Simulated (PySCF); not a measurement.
**How the functional moves excitation energies**

Compound: arsenic tetramer, As₄.
InChI=1S/As4/c1-2-3(1)4(1)2

Linear-response calculations in the def2-SVPD basis (PySCF; singlets by full response, triplets Tamm–Dancoff, core orbitals frozen in the response; HF means time-dependent Hartree–Fock). 'Strongest' is the level of largest summed f among the singlets computed (10 roots, of which the last may lack a degenerate partner); it can jump between rows when another state enters that window. S1 is the lowest singlet of each run and needn't be the same state throughout; f(S1) is that of one state. Isolated species at its PBE0-D3(BJ)/def2-SVP geometry, gas phase. Relativistic effects, spin–orbit coupling among them, are left out although an element past zinc is present.

| run | S1 (eV) | f(S1) | strongest (eV) | T1 (eV) | HOMO (eV) | gap (eV) | ionisation energy, ΔSCF (eV) |
| --- | --- | --- | --- | --- | --- | --- | --- |
| 1 | 4.62 | 0.000 | 5.53 | 3.82 | -9.29 | 10.18 | 8.98 |
| 2 | 4.46 | 0.000 | 4.88 | 3.83 | -8.05 | 7.99 | 8.85 |
| 3 | 4.56 | 0.000 | 4.99 | 3.84 | -7.71 | 7.50 | 8.79 |
| 4 | 4.50 | 0.000 | 5.08 | 3.83 | -7.00 | 5.94 | 8.88 |
| 5 | 4.76 | 0.000 | 5.87 | 3.60 | -8.89 | 10.71 | not settled |
| 6 | 4.35 | 0.000 | 4.74 | 3.81 | -6.06 | 4.30 | 8.75 |
| 7 | 4.50 | 0.000 | 4.91 | 3.91 | -8.63 | 9.23 | 8.82 |
| 8 | 4.39 | 0.000 | 4.74 | 3.84 | -6.74 | 5.53 | 8.81 |

The runs used B3LYP, BHandHLYP, CAM-B3LYP, HF, LC-wPBE, PBE, PBE0 and wB97X-D. Which is which?

1 = LC-wPBE, 2 = CAM-B3LYP, 3 = BHandHLYP, 4 = PBE0, 5 = HF, 6 = PBE, 7 = wB97X-D, 8 = B3LYP. Among the levels with a fixed share of exact exchange, the HOMO sinks and the orbital gap widens as that share grows. S1 runs from 4.34 eV (LDA) to 4.76 eV (HF), a spread of 0.42 eV, while the orbital gap spreads over 6.4 eV. Along PBE (0%), B3LYP (20%), PBE0 (25%), BHandHLYP (50%), HF (100%) S1 rises with the share of exact exchange. −ε(HOMO) comes closest to its own ΔSCF ionisation energy with wB97X-D (-0.19 eV) and misses most with LDA (-2.74 eV). 'Not settled' means that the ion's SCF failed to converge or may have ended in another state than the lowest.
